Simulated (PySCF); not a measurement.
C₃H₆BNO, SMILES C#CB(N)OC. Atoms are numbered in the order given.

```xyz
12

C      1.1326    -2.1689     0.0000
C      0.3786    -1.2140     0.0000
B     -0.5890    -0.0010     0.0000
N     -1.9745    -0.2232     0.0000
O     -0.1380     1.2860     0.0000
C      1.2126     1.6505     0.0000
H      1.7972    -3.0142     0.0000
H     -2.3811    -1.1462     0.0000
H     -2.6362     0.5410     0.0000
H      1.4334     2.2599    -0.8915
H      1.4334     2.2599     0.8915
H      1.8807     0.7737     0.0000
```
Charge 0, spin multiplicity 1.

The structure is a stationary point at PBE0-D3(BJ)/def2-SVP. The structure was generated by enumeration, and PubChem lists no compound with its InChIKey, so it may never have been made. Other conformers were not sampled.

Computed with PBE/pcSseg-1 run with PySCF.

GIAO shieldings, no solvent; atoms alike by connectivity are averaged. δ = σ(ref) − σ: ¹³C against TMS (σ = 182.0 ppm); ¹¹B against BF3 (σ = 83.9 ppm); ¹⁵N against NH3 (σ = 267.0 ppm); ¹⁷O against H2O (σ = 334.3 ppm); ¹H against TMS (σ = 31.49 ppm), references at their B3LYP-D3(BJ)/def2-TZVP geometries, non-relativistic.

```csv
nucleus,atoms,count,δ (ppm)
¹³C,C1,1,95.4
¹³C,C2,1,88.0
¹³C,C6,1,59.8
¹¹B,B3,1,6.8
¹⁵N,N4,1,87.8
¹⁷O,O5,1,112.9
¹H,"H10, H11, H12",3,4.29
¹H,"H8, H9",2,2.96
¹H,H7,1,2.50
```
